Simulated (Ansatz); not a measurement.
Ansatz results at the PBE0-D4/def2-TZVP geometry: HOMO energy (B3LYP/def2-TZVPP) -7.10 eV; HOMO–LUMO gap (PBE0/def2-TZVPP) 6.96 eV; HOMO–LUMO gap (PBE/def2-TZVPP) 4.72 eV.

Each molecule was computed in one conformer, which needn't be the lowest.

(1) Which molecule gave them?
A. `BB(F)BF`
B. `N[SiH](O)S[SiH3]`
C. `C#CC(N)(F)S`
D. `C[SiH](Cl)[SbH2]`

Answers

(1) C. The others give `BB(F)BF`: -7.38, 4.96, 2.60; `C[SiH](Cl)[SbH2]`: -7.01, 6.77, 5.02; `N[SiH](O)S[SiH3]`: -7.05, 7.65, 5.60.

B3LYP here is the variant with VWN-RPA as its local correlation; programs differ in this.
